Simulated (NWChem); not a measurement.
Molecule: Si₂H₆Te; SMILES [SiH3][Te][SiH3]

Program: NWChem. Structure relaxed at the PBE0/def2-SVP level. Not confirmed as a minimum by frequencies. def2 effective core potentials on Te; no spin-orbit coupling. Ions are spin-unrestricted doublets at the neutral geometry; other ion states weren't tried.

For level PBE/def2-SVP:

```
Quantity       Result
-------------  ------
−ε(HOMO) (eV)    5.43
```

What are these values for level CAM-B3LYP/def2-SVP?


- −ε(HOMO) (eV): 7.60
